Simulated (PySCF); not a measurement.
SMILES Fc1ccsc1-c1c(F)c(c(F)c(F)c1F)F (C10H2F6S) (GFN2-xTB optimised geometry):

```
19

F      0.864    -2.989     0.000
C      1.505    -1.822     0.000
C      2.911    -1.822     0.000
C      3.418    -0.562     0.000
S      2.196     0.626     0.000
C      0.918    -0.568     0.000
C     -0.472    -0.147     0.000
C     -1.571    -1.026     0.000
F     -1.411    -2.347     0.000
C     -2.889    -0.581     0.000
F     -3.877    -1.479     0.000
C     -3.185     0.776     0.000
F     -4.447     1.202     0.000
C     -2.127     1.675     0.000
F     -2.361     2.989     0.000
C     -0.817     1.217     0.000
F      0.135     2.159     0.000
H      3.488    -2.728     0.000
H      4.447    -0.265     0.000
```

Method: CAM-B3LYP/def2-SVP in PySCF.

Question: What are the frontier orbital energies and the dipole moment?

Answer: HOMO-2 -8.81 eV, HOMO-1 -8.78 eV, HOMO -7.86 eV, LUMO -0.75 eV, LUMO+1 0.47 eV; dipole moment 2.77 D.

Meta-Löwdin charges at CAM-B3LYP/def2-SVP: F1 -0.24, C2 0.27, C3 -0.16, C4 -0.22, S5 0.30, C6 -0.17, C7 -0.05, C8 0.25, F9 -0.23, C10 0.22, F11 -0.23, C12 0.23, F13 -0.23, C14 0.22, F15 -0.23, C16 0.24, F17 -0.24, H18 0.13, H19 0.13.
